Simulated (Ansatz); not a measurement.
`C[B]([AlH2])[GeH3]` + H₂Se → `[GeH3][SeH]` + `C[BH][AlH2]`  (cleavage of the Ge–B bond)

Calculated with Ansatz (gas phase, PBE0-D4/def2-TZVP geometries, no zero-point term in ΔE). CCSD(T)/CBS adds triple-zeta CCSD(T) − MP2 to the extrapolated MP2 energy (def2 sets, frozen cores). DFT in def2-TZVPP. B3LYP here is the variant with VWN-RPA as its local correlation; programs differ in this. For Ge, Se outer-core shells are correlated without core-valence functions, which leaves a few kJ/mol of doubt a bond. Scalar relativity is left out up to krypton.

| level | ΔE (kJ/mol) | difference from CCSD(T)/CBS |
| --- | --- | --- |
| PBE-D4 | -45.7 | 4.5 |
| r2SCAN-D4 | -50.5 | -0.3 |
| ωB97M-V | -55.2 | -5.0 |
| B2PLYP | -57.9 | -7.7 |
| B3LYP | -58.5 | -8.3 |
| HF/def2-TZVPP | -75.2 | -25.0 |
| CCSD/def2-TZVPP | -53.0 | -2.8 |
| CCSD(T)/def2-TZVPP | -50.4 | -0.2 |
| HF/CBS(def2) | -76.0 | -25.8 |
| MP2/CBS(def2) | -55.8 | -5.6 |
| CCSD(T)/CBS | -50.2 | 0 |

Largest T1 diagnostic among the species: 0.012.

The D4 term adds +4.5 kJ/mol with B3LYP and +2.8 kJ/mol with PBE0; it sums over pairs of atoms, weighted by their polarisabilities, and B3LYP, whose exchange is more repulsive, gets the larger term. From PBE to PBE0 (25 % exact exchange), in def2-TZVPP and without D4, ΔE moves by −5.2 kJ/mol.
